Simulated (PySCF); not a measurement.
**How methods differ on the excitation energy of Ag⁺**

Ag⁺ [Kr] 4d10 (1S) → Ag⁺ [Kr] 4d9 5p1 (high-spin determinant), as a difference of total energies. Calculation: PySCF 2.14, in aug-cc-pVTZ-PP with one added diffuse shell each of s, p, d, f, g type with ECP28MDF (7s7p6d4f3g, 113 functions); scalar relativity through the core potential. Correlated levels: valence: 4s2 4p6 frozen. The calculations carry no spin-orbit coupling.

| method | excitation energy (cm⁻¹) |
| --- | --- |
| UHF | 73697 |
| LDA | 81790 |
| PBE | 79549 |
| PBE0 | 79886 |
| r2SCAN | 78835 |
| revPBE | 79248 |
| wB97M-V | 81703 |
| PBEsol | 80227 |
| MP2 (valence) | 85427 |
| SCS-MP2 (valence) | 84947 |

The determinant of the upper state mixes LS terms, which raises its energy above the lowest term, most at the Hartree-Fock and MP2 levels.
